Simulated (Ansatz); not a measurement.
```yaml
atoms:
  - { symbol: C, position_ang: [0.0000, 0.0000, 0.0000] }
  - { symbol: C, position_ang: [0.8133, 0.8133, 0.8133] }
  - { symbol: C, position_ang: [0.8133, -0.8133, -0.8133] }
  - { symbol: C, position_ang: [-0.8133, 0.8133, -0.8133] }
  - { symbol: C, position_ang: [-0.8133, -0.8133, 0.8133] }
  - { symbol: H, position_ang: [0.2532, 1.4109, 1.4109] }
  - { symbol: H, position_ang: [1.4109, 0.2532, 1.4109] }
  - { symbol: H, position_ang: [1.4109, 1.4109, 0.2532] }
  - { symbol: H, position_ang: [0.2532, -1.4109, -1.4109] }
  - { symbol: H, position_ang: [1.4109, -0.2532, -1.4109] }
  - { symbol: H, position_ang: [1.4109, -1.4109, -0.2532] }
  - { symbol: H, position_ang: [-1.4109, 0.2532, -1.4109] }
  - { symbol: H, position_ang: [-1.4109, 1.4109, -0.2532] }
  - { symbol: H, position_ang: [-0.2532, 1.4109, -1.4109] }
  - { symbol: H, position_ang: [-1.4109, -1.4109, 0.2532] }
  - { symbol: H, position_ang: [-0.2532, -1.4109, 1.4109] }
  - { symbol: H, position_ang: [-1.4109, -0.2532, 1.4109] }
```

Basis set: cc-pVDZ (spherical functions). Left uncorrelated: 5 orbitals. Charge 0, multiplicity 1.

Computed with Ansatz (development build ahead of 0.2.0); each method stands on the lowest determinant of its kind that the runs found. Restricted open shells among the atoms or ions are ROHF, correlated in semicanonical orbitals with singles.

(1) Give the atomization energy at this shape (free ground-state atoms in the same class of orbitals less the molecule, no zero-point energy) of singlet C5H12 by RHF-MP2, RHF.

## Answers

(1)

| method | atomization energy |
| --- | --- |
| RHF-MP2 | 1434.07 kcal/mol |
| RHF | 1152.06 kcal/mol |

Caution: no unrestricted run beside it, a lower state can exist; the shape is not the minimum.
